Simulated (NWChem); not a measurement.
A series in which one site is exchanged, each optimised at PBE0/def2-SVP with NWChem, gas phase unless a solvent is named. All stand in one matching conformer (torsions within 35°), which need not be the lowest. 

A: [NH2][Al]([F])[NH2] (AlN2H4F; site = Al)
B: NB(N)F (BN₂H₄F; site = B)
C: [NH2][Ga]([NH2])[F] (GaN₂H₄F; site = Ga)

Rank them by lowest singlet excitation, B3LYP/def2-SVPD, TDA (eV), lowest first.

C (5.14), A (5.23), B (5.92)
